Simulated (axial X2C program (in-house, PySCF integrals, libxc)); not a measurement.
**Potential curves of SiGe⁺, 2c**

Calculated with an in-house relativistic program for diatomic molecules. Two-component (2c) means X2C with spin–orbit coupling and atomic mean-field two-electron Coulomb and Gaunt terms. Basis: Ge dyall-cv3z [9s9p7d4f1g], Si dyall-v3z [8s7p2d1f] (cores contracted in-house); Gaussian nuclei, density fitting, unrestricted open shells. Masses: Ge 73.921 u, Si 27.977 u.

State: Ω = 3/2 (⟨Sz⟩ = 1.50, ⟨Lz⟩ = 0.00 at LDA). Energies in cm⁻¹ from the lowest point of each curve. Fits are polynomials in 1 − R0/R over 0.85 to 1.23 times the lowest point R0.

| R (Å) | LDA |
| --- | --- |
| 2.0462 | 5082 |
| 2.1403 | 2063 |
| 2.2109 | 790 |
| 2.2814 | 154 |
| 2.3520 | 0 |
| 2.4343 | 272 |
| 2.5166 | 894 |
| 2.6225 | 2032 |
| 2.7518 | 3717 |
| 2.9400 | 6379 |

Occupations by symmetry block were frozen at the best pattern of an incomplete PBE0 search. Density functionals use the spin component along the axis (collinear). Other states lie close and PBE0, whose exact exchange favours high spin, may order them wrongly; the determinant shown need not be the ground state. The nearest other 2c determinant of the search, Ω = 1/2, lies 0.37 eV up at the distance of the search. With several unpaired electrons one determinant need not be a pure state. This is the top spin component of a Σ state; components of lower Ω are not single determinants and can lie lower.

Q: What are Re and ωe at the LDA level?

A: At LDA, 2c: Re = 2.343 Å, ωe ≈ 353 cm⁻¹; Be follows as 0.151 cm⁻¹.
